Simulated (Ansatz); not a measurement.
Start from `[SiH3]O[SiH2]O[SiH3]` and change one atom or group to get `O=C[SiH2]O[SiH3]`.

Ansatz, PBE0-D4/def2-TZVP geometries, multiplicity 1. Each molecule was computed in one conformer, which needn't be the lowest.

```json
{"property": "LUMO energy (PBE0/def2-TZVPP) / eV", "`[SiH3]O[SiH2]O[SiH3]`": "-0.08"}
{"property": "HOMO energy (ωB97M-V/def2-TZVPP) / eV", "`[SiH3]O[SiH2]O[SiH3]`": "-10.92"}
{"property": "HOMO–LUMO gap (B3LYP/def2-TZVPP) / eV", "`[SiH3]O[SiH2]O[SiH3]`": "8.15"}
{"property": "HOMO–LUMO gap (PBE0/def2-TZVPP) / eV", "`[SiH3]O[SiH2]O[SiH3]`": "8.55"}
{"property": "LUMO energy (PBE/def2-TZVPP) / eV", "`[SiH3]O[SiH2]O[SiH3]`": "-0.94"}
{"property": "size of the dipole moment (PBE/def2-TZVPP) / D", "`[SiH3]O[SiH2]O[SiH3]`": "0.23"}
```

(1) Give the same properties after the change, and the shifts. (An estimate is asked.)

Results:

(1) Computed: 
```json
{"property": "LUMO energy (PBE0/def2-TZVPP) / eV", "`O=C[SiH2]O[SiH3]`": "-1.76", "shift": "-1.68"}
{"property": "HOMO energy (ωB97M-V/def2-TZVPP) / eV", "`O=C[SiH2]O[SiH3]`": "-9.53", "shift": "1.39"}
{"property": "HOMO–LUMO gap (B3LYP/def2-TZVPP) / eV", "`O=C[SiH2]O[SiH3]`": "5.01", "shift": "-3.14"}
{"property": "HOMO–LUMO gap (PBE0/def2-TZVPP) / eV", "`O=C[SiH2]O[SiH3]`": "5.47", "shift": "-3.08"}
{"property": "LUMO energy (PBE/def2-TZVPP) / eV", "`O=C[SiH2]O[SiH3]`": "-2.93", "shift": "-1.99"}
{"property": "size of the dipole moment (PBE/def2-TZVPP) / D", "`O=C[SiH2]O[SiH3]`": "1.73", "shift": "1.50"}
```

With PBE0 the HOMO rises by 1.40 eV and the LUMO falls by 1.68 eV, so the gap narrows by about 3.08 eV. PBE moves the HOMO by 1.45 eV and ωB97M-V by 1.39 eV. Dipoles are sizes alone; their direction can turn.

B3LYP here is the variant with VWN-RPA as its local correlation; programs differ in this.
